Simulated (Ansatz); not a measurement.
```xyz
2

Al    0.0000    0.0000   -1.0716
N     0.0000    0.0000    1.0716
```

Basis set: 6-31G (spherical functions). Correlated methods keep 6 orbitals frozen. Charge 0, multiplicity 3.

Computed with Ansatz (development build ahead of 0.2.0); the reference of a correlated method needn't be the lowest determinant of its kind.

(1) Give the atomization energy at this shape (free ground-state atoms in the same class of orbitals less the molecule, no zero-point energy) of triplet AlN by UHF-BCCD(T), UHF-CCSD(T).

Results:

(1)

| method | atomization energy |
| --- | --- |
| UHF-BCCD(T) | 32.48 kcal/mol |
| UHF-CCSD(T) | 32.47 kcal/mol |

Caution: the reference determinant was not shown to be the lowest.

This basis has no polarisation functions and is too small for such energies, which can lie far from measured ones in either direction.
